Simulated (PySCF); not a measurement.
ErO: f occupation and spin

Unrestricted PBE0; Er x2c-SVPall, O x2c-SVPall; spin-free X2C with a Gaussian nucleus (PySCF 2.14). The search starts from ions with several 4f fillings and holds each by maximum overlap.

The lowest solution of each spin and filling, followed along the bond (rough minima from three points):

```
2Ms+1  4f population  ⟨S²⟩ at the start  R at minimum (Å)  Te (eV)
    5          11.11               6.00              1.79     0.00
    3          11.18               2.94              1.78     0.10
    3          11.73               2.50              1.84     1.42
```

Solutions at the starting distance of 1.923 Å, counted from the lowest; the search is not exhaustive:

```
2Ms+1  4f population  E (eV)  ⟨S²⟩  ⟨Lz²⟩  μ (D)
    5          11.11    0.00  6.00    9.0  -5.74
    5          11.11    0.05  6.01   11.9  -5.81
    3          11.18    0.11  2.94   11.9  -5.73
    3          11.12    0.12  3.00    9.0  -5.67
    3          11.73    1.20  2.50   10.4  -6.85
    3          11.97    1.33  2.03    4.0  -7.89
    3          11.40    1.91  3.01   12.4  -2.27
    3          11.38    1.93  3.01   12.6  -2.22
    5          11.07    2.09  6.01   13.0  -7.74
    5          11.11    2.40  6.01   10.0  -4.81
    1          11.62    4.19  2.21   11.6  -1.94
```

Partly filled real f orbitals mix terms, so no term symbols are given. A population far from a whole number shows f orbitals mixing with d and ligand orbitals, not a clean configuration. A positive dipole means Er(−)O(+).

Spin–orbit coupling is left out. Counting both spins, an empty level lies below a filled one in some of these solutions, because spin and occupation are held. With d or f electrons several states lie close, and the lowest PBE0 determinant need not be the measured ground state.
